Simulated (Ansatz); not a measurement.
One geometry of the cluster Rb₃Cl₄, several levels of theory.

```yaml
crystal:
  periodic: [false, false, false]
  atoms:
    - {symbol: Rb, position_ang: [-0.886165, 1.504418, -1.057458]}
    - {symbol: Rb, position_ang: [0.641840, -2.763820, -1.125607]}
    - {symbol: Rb, position_ang: [1.589051, 0.825941, 1.940367]}
    - {symbol: Cl, position_ang: [-2.215321, -1.458719, -1.182731]}
    - {symbol: Cl, position_ang: [-1.004563, -1.282458, 1.169669]}
    - {symbol: Cl, position_ang: [1.967868, -0.039187, -1.061983]}
    - {symbol: Cl, position_ang: [-0.092709, 3.213825, 1.317754]}
basis:
  gaussian: {orbitals: def2-SVP, initial_orbitals: start.molden}
magnetization: {spin_polarized: true, initial_magnetization: 1}
correlation: {method: ccsd_t}
scf: {omitted_lower_state_checks: [starts, cluster_reference]}
output: {orbitals: {seedname: orbitals}}
```

The file start.molden holds the orbitals of an earlier run on this structure, at another level or in another basis.

```sh
$ ansatz run in.yaml --threads 4 --pin off --events-out ev --progress --plain --max-ram 4787MiB
```

It prints (some lines left out):

```
Functional definition: HF
1324 factors; integrals over basis functions are off by at most 3.5e-4 eV
mean field evaluation 1: about -51950.4990 eV, gradient 1.7e1 eV
mean field evaluation 2: about -51951.1004 eV, gradient 6.0e-1 eV
mean field evaluation 4: about -51951.1207 eV, gradient 1.0e-1 eV
mean field evaluation 8: about -51951.1207 eV, gradient 1.6e-5 eV
mean field -51951.12072737 eV, -1909.1684729964 hartree, gradient 2.7e-6 eV, S^2 0.763623; 0 other end points of the search recorded, 0 dependent functions left out
20 core orbitals not correlated: weight in the atoms' cores, before any rotation towards them, 1.000 or more for the frozen orbitals, at most 0.000 for the correlated occupied ones
reference -51951.12072737 eV, -1909.1684729964 hartree; 28, 27 occupied and 96, 97 virtual orbitals, 1324 factors
second order -19.05421584 eV of doubles, -0.00000000 eV of singles
cycle   1  -20.33942171 eV  change    -1.3e0 eV  update   8.6e-2
cycle   2  -20.73109275 eV  change   -3.9e-1 eV  update   2.4e-2
cycle   3  -20.77570965 eV  change   -4.5e-2 eV  update   1.0e-2
cycle   4  -20.77537063 eV  change    3.4e-4 eV  update   3.7e-3
cycle   5  -20.77395937 eV  change    1.4e-3 eV  update   1.8e-3
cycle   6  -20.77377704 eV  change    1.8e-4 eV  update   9.7e-4
cycle   7  -20.77391956 eV  change   -1.4e-4 eV  update   5.1e-4
cycle   8  -20.77401143 eV  change   -9.2e-5 eV  update   2.4e-4
cycle   9  -20.77403962 eV  change   -2.8e-5 eV  update   1.0e-4
cycle  10  -20.77403606 eV  change    3.6e-6 eV  update   5.0e-5
perturbative correction -0.35933043 eV, -0.0132051498 hartree
Total energy: -51972.25409386 eV, -1909.9451098901 hartree
Checks for a lower state left out: starts, cluster_reference
```

Run time 99 s (4 threads of Intel Xeon Platinum 8488C on a shared host), peak host memory 3.2 GiB.

First input, but with `gaussian: {orbitals: STO-3G}`, `hamiltonian: {xc: hf}`, `scf: {omitted_lower_state_checks: [starts]}` and without the key `correlation` (abridged; 1.7 s):

```
Functional definition: HF
mean field -286856.12954294 eV, -10541.7683226348 hartree, gradient 1.4e-5 eV, S^2 0.751087
Total energy: -286856.12954294 eV, -10541.7683226348 hartree
Checks for a lower state left out: starts
```

The first input with `gaussian: {orbitals: def2-TZVP, initial_orbitals: start.molden}`, `hamiltonian: {xc: pbe0, dispersion: d4}`, `scf: {omitted_lower_state_checks: [starts]}` and without the key `correlation` (abridged; 14 s):

```
Functional definition: PBE0
mean field -52051.26617079 eV, -1912.8487501611 hartree, gradient 2.0e-5 eV, S^2 0.754526
Total energy: -52051.52237249 eV, -1912.8581653998 hartree
Checks for a lower state left out: starts
```

Geometry: PBE0-D4/def2-SVP.

In the def2 sets Rb takes a core potential, while STO-3G treats all electrons; there is no spin–orbit coupling. Correlated methods freeze 20 core orbitals; core or outer-core shells of Rb are correlated, in sets that lack core-valence functions. In the doublet, Cl4 and Cl5 lie 2.65 Å apart (atoms count from 1), so these atoms are partly bonded to each other. The structure comes from a short search, and lower isomers may exist.
